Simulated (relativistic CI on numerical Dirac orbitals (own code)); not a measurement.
# Cu4+ in a cubic cluster: 2p photoemission with charge transfer

Computed with a charge-transfer multiplet model of a cubic metal-ligand cluster with up to 3 ligand holes, Slater and spin-orbit integrals from Dirac-Coulomb-Breit ions, Slater integrals scaled by 0.7. The ground state mixes d7 with configurations of k ligand holes L, whose averages lie at kΔ + k(k − 1)U_dd/2; a core hole lowers each added d electron by U_cd. 300 K, Lorentzian 0.6 eV and Gaussian 0.8 eV FWHM.

Atomic integrals in eV (Slater integrals scaled, ζ unscaled), ground: F2dd 10.358, F4dd 6.495, zeta_d 0.120; with the core hole: F2dd 11.484, F4dd 7.232, zeta_d 0.162, zeta_core 13.365, F2cd 7.063, G1cd 5.548, G3cd 3.160.

Cluster parameters (eV): U_dd = 7.3, U_cd = 8.3, 10Dq = 1.95, 10Dq(ligand) = 1.1, V(eg) = 1.55, V(t2g) = -0.83, final-state hopping factor = 0.8.

Weights, n_d and S are thermal averages at 300 K. Binding energies count from the first peak over 30 % of the highest in each spectrum, which can be another peak from case to case. The parameters are a model scan and need not match a compound or its usual spin state. Peaks in eV (height, largest 100): 0.0 (100), 5.6 (38), 8.0 (28), 9.6 (34), 21.0 (52), 22.9 (17), 25.9 (12), 27.2 (17), 31.0 (25).

(1) Which parameters give this spectrum?
A. Δ = 1.8 eV
B. Δ = -1.2 eV
C. Δ = -2.2 eV
D. Δ = -3.2 eV
E. Δ = -4.2 eV

## Answers

(1) A. Δ = 1.8 eV; the ground state then has 7.43 d electrons and S = 0.60. The choice follows from running the model for each set and comparing peak positions and heights.
